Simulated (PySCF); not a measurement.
C3H5O, SMILES [CH]=C(C)O, multiplicity 2. Atoms are numbered in the order given.

```xyz
9

C      1.1878     0.8745     0.0000
C      0.1137     0.0985     0.0000
C      0.1526    -1.4012     0.0000
O     -1.1817     0.5583     0.0000
H      1.4609     1.9272     0.0000
H      1.1856    -1.7713     0.0000
H     -0.3728    -1.7893    -0.8882
H     -0.3728    -1.7893     0.8882
H     -1.1728     1.5257     0.0000
```
Charge 0, spin multiplicity 2.

Geometry optimised at B3LYP-D3(BJ)/def2-SVP. The isomer is the one that the SMILES or the coordinates give; other isomers of the formula were not compared. Other conformers were not sampled.

The numbers are results of B3LYP/pcH-1 run with PySCF, not measurements.

Unrestricted Kohn–Sham, ⟨S²⟩ = 0.759. Hyperfine tensors hold the contact and dipolar terms, without spin-orbit corrections.

Computed hyperfine couplings:
| nucleus | A(iso) (MHz) | A(iso) (G) | dipolar principal values (MHz) |
|---|---|---|---|
| 13C no. 1 | 354.4 | 126.5 | -81.0, -58.4, 139.4 |
| 13C no. 2 | 20.8 | 7.4 | -18.2, 3.5, 14.7 |
| 13C no. 3 | 26.9 | 9.6 | -3.4, -2.9, 6.2 |
| 17O no. 4 | -11.6 | -4.1 | -28.1, 9.9, 18.1 |
| 1H no. 5 | 17.9 | 6.4 | -31.4, -7.0, 38.4 |
| 1H no. 6 | 4.3 | 1.5 | -5.8, -2.6, 8.4 |
| 1H no. 7 | -3.3 | -1.2 | -2.5, -1.5, 4.0 |
| 1H no. 8 | -3.3 | -1.2 | -2.5, -1.5, 4.0 |
| 1H no. 9 | -6.0 | -2.2 | -9.5, -0.2, 9.7 |

Question: And the g tensor (effective nuclear charges for spin-orbit coupling, GIAO)? (Estimate from the structure and the level; the computed values follow.)

Answer: principal values 2.0012, 2.0021, 2.0029; isotropic 2.0021.
